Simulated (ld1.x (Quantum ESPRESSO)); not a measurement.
## PW91 TM semilocal dataset for Au, scalar-relativistic all-electron reference.

gold (Au), norm-conserving Troullier–Martins (semilocal form), made with ld1.x (Quantum ESPRESSO) 7.5 (PW91, scalar-relativistic). Core [Xe] 4f14, reference 5d10 6s1 6p0. Waves: 6s (bound): rc 2.30 bohr; 6p (bound, empty): rc 2.55 bohr; 5d (bound): rc 2.00 bohr. Local part: the d channel. Core correction: a·sin(br)/r model core inside 1.95 bohr.

Question: Estimate the cutoffs (Ry, on a coarse ladder) from which the occupation-weighted sum of valence levels, in a spherical-Bessel basis at the reference potential, stays within 10 and 1 mRy of its value at 400 Ry.

Answer: 45 Ry and 55 Ry.

Question: Which valence shell sets the plane-wave cutoff?

Answer: 5d: its level needs 45 Ry to come within 1 mRy, against 21 Ry for 6s.

Question: Tests: 5d10 6s0 6p0; 5d9 6s0 6p0; 5d8 6s0 6p0; 5d7 6s0 6p0; 5d10 6s0 6p1; 5d9 6s1 6p1; 5d9 6s2 6p0. Which has the largest error in its energy relative to the reference configuration, and how large is it?

Answer: 5d7 6s0 6p0, with -408 meV (all-electron minus pseudo) on +112.53 eV.
